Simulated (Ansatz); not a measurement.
Consider the redistribution: `ClB1NCO1` + `N#C[SiH](F)Cl` → `B1NCO1` + `N#C[Si](F)(Cl)Cl`.

Isolated molecules relaxed with PBE0-D4/def2-TZVP in Ansatz; ΔE leaves out vibrations. CCSD(T)/CBS adds triple-zeta CCSD(T) − MP2 to the extrapolated MP2 energy (def2 sets, frozen cores). Functionals use def2-TZVPP. B3LYP here is the variant with VWN-RPA as its local correlation; programs differ in this. HSE06 is defined as in plane-wave codes.

`ClB1NCO1`:

Cartesian coordinates in Å:
```
Cl -2.679 -0.597 -0.436
B -1.034 -0.121 -0.141
N 0.231 -0.622 -0.498
C 0.756 0.469 0.300
O -0.564 0.972 0.575
H 0.683 -1.473 -0.768
H 1.260 0.169 1.223
H 1.347 1.203 -0.254
```

`N#C[SiH](F)Cl`:

Cartesian coordinates in Å:
```
N 1.611 -1.733 -0.653
C 0.833 -0.943 -0.341
Si -0.424 0.325 0.098
F -1.192 -0.204 1.371
Cl 0.538 2.042 0.538
H -1.365 0.513 -1.013
```

`B1NCO1`:

Cartesian coordinates in Å:
```
B 1.001 -0.153 0.507
N 0.350 0.487 -0.564
C -0.862 -0.131 -0.073
O -0.156 -0.763 1.002
H 2.112 -0.218 0.922
H 0.486 1.087 -1.353
H -1.311 -0.872 -0.743
H -1.620 0.563 0.302
```

`N#C[Si](F)(Cl)Cl`:

Cartesian coordinates in Å:
```
N 1.394 -0.617 -1.950
C 0.770 -0.346 -1.022
Si -0.242 0.097 0.437
F 0.492 -0.468 1.707
Cl -2.047 -0.761 0.265
Cl -0.368 2.095 0.564
```

Q: Is it downhill or uphill in electronic energy at CCSD(T)/CBS, and by how much? (An estimate is asked.)

A: Ansatz gave: Downhill: ΔE = -13.2 kJ/mol.

Q: What do these levels give: BLYP-D4, B3LYP-D4, HSE06-D4, ωB97M-V, revPBE, BLYP, r2SCANh, BHLYP, RPA@PBE/def2-TZVPP, MP2/def2-SVP, CCSD/def2-SVP, CCSD(T)/def2-SVP? (An estimate is asked.)

A: Ansatz gave: BLYP-D4 -12.3, B3LYP-D4 -12.1, HSE06-D4 -10.6, ωB97M-V -13.4, revPBE -7.0, BLYP -7.4, r2SCANh -11.2, BHLYP -8.8, RPA@PBE/def2-TZVPP -6.5, MP2/def2-SVP 5.6, CCSD/def2-SVP 6.7, CCSD(T)/def2-SVP 6.7 kJ/mol.

Largest T1 diagnostic among the species: 0.014.

Leaving LDA and LC-ωPBE aside and taking each functional with its dispersion term where it has one, the values, not all of them listed here, spread over 3.8 kJ/mol, from ωB97M-V to B2PLYP. The D4 term adds −3.9 kJ/mol with B3LYP and −2.0 kJ/mol with PBE0; it sums over pairs of atoms, weighted by their polarisabilities, and B3LYP, whose exchange is more repulsive, gets the larger term.
